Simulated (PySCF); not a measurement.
What builds the second ionisation energy along the second row

Calculated with PySCF 2.14 from differences of total energies of unrestricted determinants, without spin-orbit coupling. Each column adds one step, in eV (sums use unrounded values): valence MP2, valence CCSD, valence triples, then the next inner shell at CCSD(T) (B 1s, C 1s, N 1s, O 1s, F 1s, Ne 1s). References (NIST) marked * lie between the lowest fine-structure levels; the others compare directly ((s) semi-empirical, (t) theoretical).

```csv
element,UHF,+ MP2,+ CCSD,+ (T),+ inner shell,sum,reference
"B [He] 2s2 → [He] 2s1 (x2c-TZVPPall, spin-free X2C)",23.447,0.964,0.653,0.000,-0.004,25.060,25.155
"C [He] 2s2 2p1 → [He] 2s2 (x2c-TZVPPall, spin-free X2C)",24.166,0.202,-0.168,0.031,0.022,24.253,24.378
"N [He] 2s2 2p2 → [He] 2s2 2p1 (x2c-TZVPPall, spin-free X2C)",29.203,0.408,-0.154,0.015,0.019,29.491,29.601 (s) *
"O [He] 2s2 2p3 → [He] 2s2 2p2 (x2c-TZVPPall, spin-free X2C)",34.573,0.618,-0.177,0.007,0.016,35.037,35.121 *
"Ne [He] 2s2 2p5 → [He] 2s2 2p4 (x2c-TZVPPall, spin-free X2C)",39.266,1.444,-0.065,0.023,0.010,40.678,40.963 *
```

Problem. Estimate the missing row, F [He] 2s2 2p4 → [He] 2s2 2p3 (x2c-TZVPPall, spin-free X2C).

Solution. The calculation gives UHF 33.395; + MP2 1.190; + CCSD 0.040; + (T) 0.021; + inner shell 0.011; sum 34.658. The reference value is 34.950.

What remains against the references is mostly basis incompleteness and, for starred values, spin-orbit coupling.

These are valence bases, so the inner-shell step is incomplete.
